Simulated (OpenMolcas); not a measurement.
Computed levels of 4s² 4p in ions with 31 electrons, in cm-1 above ²P°_1/2.

```yaml
Program: OpenMolcas
Method: MS-CASPT2, IPEA 0.25 Eh, imaginary shift 0.1 Eh
Basis: ANO-R3
Scalar_Hamiltonian: X2C, finite nucleus
Spin-orbit_coupling: state interaction with AMFI integrals over the reference wave functions, term energies averaged over their components
```

Active space for each ion: 3 electrons in 4 orbitals (4s 4p); closed shells correlated by CASPT2: 3d.

```
  Level  Se3+  Kr5+
²P°_3/2  3890  7270
```

**Question.** Estimate ²P°_3/2 for Br4+ from its neighbours Se3+ and Kr5+.

**Answer.** ²P°_3/2 is fine structure, which grows about as the fourth power of a screened charge, so the fourth roots are averaged: ((3890^0.25 + 7270^0.25) / 2)^4 = 5383. The calculation gives 5430, so the estimate is off by -0.9 %; the measured value is 6090 (Moore, Atomic Energy Levels, vol. II, NSRDS-NBS 35 (1971 reprint of NBS Circular 467, 1952)).

Over all roots computed the reference weight is 0.88 to 0.97 in Se3+, 0.88 to 0.97 in Br4+, 0.89 to 0.98 in Kr5+; the roots of lowest weight are the least certain, and an intruder state may touch them. Computed and measured levels are paired by configuration, term and J; levels that our copy of the source lacks, or whose pairing is in doubt (as where it misses far off the trend of its configuration), stay unpaired and out of the deviations. Only configurations of the active space appear.

° marks odd parity.
